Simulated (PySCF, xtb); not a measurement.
TiF3, SMILES [F][Ti]([F])[F] (connectivity only; charge and spin as stated), neutral, multiplicity 2.

Harmonic wavenumbers (cm⁻¹) from GFN2-xTB run with xtb at its own minimum, in rising order: 153, 164, 164, 544, 671, 671.

Problem. What does B3LYP-D3(BJ)/def2-SVP run with PySCF give at its own minimum? (The exact figures need the calculation; the answer reports its results.)

Solution. 93, 184, 184, 684, 806, 806. Paired by order, the mean absolute difference is 85 cm⁻¹ and the zero-point energies are 3.4 and 3.9 kcal/mol.
